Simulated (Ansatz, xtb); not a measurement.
## C4H10GeS: which of two isomers lies lower

Structure X: `S[C@H]1C[C@@H]([GeH3])C1`, a singlet. Structure Y: `S[C@@H]1CC[C@H]1[GeH3]`, a singlet. Both are isolated molecules in the gas phase, relaxed with PBE-D3(BJ)/def2-SVP; the shapes shown needn't be the lowest conformers.

X (Å):

```
atom    x (Å)    y (Å)    z (Å)
   C  -0.7302   1.2944  -2.3135
   C  -0.9147   2.2286  -1.0903
   C  -0.1472   1.1748  -0.2398
   C  -0.4693   0.1203  -1.3396
  Ge  -0.7339   0.8326   1.6117
   S  -2.0998   1.0264  -3.4957
   H  -1.9421   2.1900  -4.1879
   H   0.1925   1.5462  -2.8746
   H  -1.9873   2.2930  -0.8144
   H  -0.4980   3.2537  -1.1550
   H   0.9395   1.4004  -0.2307
   H   0.0272  -0.3781   2.2190
   H  -0.4879   2.0783   2.5067
   H  -2.2549   0.5153   1.5940
   H  -1.4093  -0.4303  -1.1221
   H   0.3138  -0.6130  -1.6149
```

Y (Å):

```xyz
16

C    -0.4777    0.5523   -0.0778
C    -0.4872    1.5316    1.1227
C    -0.3002    2.6919    0.1106
C    -0.8122    1.7474   -1.0172
Ge   -0.0070    1.8030   -2.8164
S    -1.4925   -0.9561   -0.0897
H    -2.6776   -0.3234    0.1477
H     0.5526    0.1792   -0.2637
H    -1.4890    1.5614    1.5979
H     0.2761    1.3818    1.9124
H     0.7697    2.9563   -0.0184
H    -0.8719    3.6245    0.2846
H    -1.9148    1.8364   -1.1177
H    -0.2859    3.1693   -3.5006
H    -0.5641    0.6662   -3.7125
H     1.5300    1.6242   -2.6640
```

Question: Estimate which is lower in electronic energy at CCSD(T)/def2-SVP + ΔMP2/def2-TZVPP, and by roughly how much.

Answer: CCSD(T)/def2-SVP + ΔMP2/def2-TZVPP gives E(Y) − E(X) = −0.043 eV, slightly favouring structure Y, which is too small a margin to settle the true order.

How the difference moves with the method:

```
                             level             geometry  E(Y) − E(X) (eV)  departure from the last row (eV)  job, with rough time for the two
               PBE-D3(BJ)/def2-SVP  PBE-D3(BJ)/def2-SVP              −0.056                            −0.013             optimisation, 3.8 min
                       HF/def2-SVP  PBE-D3(BJ)/def2-SVP              −0.018                            +0.025           part of the CCSD(T) run
                      MP2/def2-SVP  PBE-D3(BJ)/def2-SVP              −0.056                            −0.014           part of the CCSD(T) run
                  CCSD(T)/def2-SVP  PBE-D3(BJ)/def2-SVP              −0.051                            −0.008                      single point
CCSD(T)/def2-SVP + ΔMP2/def2-TZVPP  PBE-D3(BJ)/def2-SVP              −0.043                                                 single point, 5 min
```

As drawn, both hold the same kinds of bond in the same numbers.

The largest departure from CCSD(T)/def2-SVP + ΔMP2/def2-TZVPP is that of HF/def2-SVP, 0.025 eV. Levels run at GFN2-xTB geometries aren't shown. The last row adds to CCSD(T) the change of the MP2 difference between the two basis sets, here +0.008 eV.

With thermal terms from frequencies at re-optimised GFN2-xTB minima (ideal gas, soft modes damped towards free rotors, one conformer each, 298.15 K, 1 atm): the zero-point term adds +0.008 eV; ΔH is −0.037 and ΔG −0.038 eV.

The correlated steps freeze 18 core orbitals; the filled d shell of Ge is correlated, in a basis made for valence electrons. Codes used: Ansatz 0.2.0, xtb 6.7.1; the last row on 2 threads of Intel(R) Xeon(R) Processor @ 2.50GHz (Skylake/Cascade Lake) on a shared host.
